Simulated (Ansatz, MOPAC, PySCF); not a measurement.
Molecule: C₄H₅N (charge 0, singlet). SMILES: C/C=C\C#N
Geometry: optimised at B3LYP-D3(BJ)/def2-TZVP (Ansatz, a program for electronic structure).

Unscaled harmonic wavenumbers (cm⁻¹) in rising order, each level at the stationary point that it reaches from this structure (no distance between atoms moves by over 0.3 Å); the order of modes can differ between levels, and a negative number is imaginary. B3LYP-D3(BJ)/def2-TZVP (PySCF, at the structure above): 154, 161, 291, 403, 534, 674, 753, 907, 970, 988, 1073, 1129, 1264, 1404, 1432, 1480, 1483, 1688, 2330, 3027, 3069, 3121, 3157, 3185.

AM1 (MOPAC): 93, 177, 287, 441, 545, 732, 828, 956, 1049, 1081, 1100, 1193, 1277, 1373, 1380, 1407, 1461, 1880, 2551, 3041, 3051, 3140, 3149, 3159. Zero-point energy 50.5 against 49.6 kcal/mol; where all levels lie over 400 cm⁻¹, the wavenumbers are on average 1.033 times those of B3LYP-D3(BJ)/def2-TZVP.

HF/3-21G (Ansatz): 147, 189, 337, 467, 636, 756, 886, 932, 1025, 1135, 1227, 1242, 1399, 1565, 1586, 1653, 1656, 1845, 2579, 3196, 3241, 3289, 3340, 3373. Zero-point energy 53.9 against 49.6 kcal/mol; where all levels lie over 400 cm⁻¹, the wavenumbers are on average 1.103 times those of B3LYP-D3(BJ)/def2-TZVP.

HF/6-31G* (Ansatz): 157, 177, 319, 439, 583, 717, 836, 953, 1029, 1099, 1194, 1225, 1371, 1532, 1577, 1625, 1627, 1864, 2600, 3207, 3258, 3309, 3355, 3396. Zero-point energy 53.5 against 49.6 kcal/mol; where all levels lie over 400 cm⁻¹, the wavenumbers are on average 1.085 times those of B3LYP-D3(BJ)/def2-TZVP.
